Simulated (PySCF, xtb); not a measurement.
W(NH)2(F)(OSiH3) (FH₅N₂OSiW), SMILES [O]([SiH3])[W](=[NH])([F])=[NH], multiplicity 1.

GFN2-xTB run with xtb at its own geometry gives an orbital gap of 2.42 eV and a dipole moment of 1.95 D.

Geometry optimised at PBE0-D3(BJ)/def2-SVP. The spin state was assumed, not searched. The def2 effective core potentials stand for the cores of W; spin–orbit coupling is left out. The values are those of a single conformer.

**Question.** What does PySCF with PBE/def2-TZVP give? (The exact figures need the calculation; the answer reports its results.)

**Answer.** gap 4.47 eV (levels -6.45 and -1.97 eV), dipole 2.31 D.
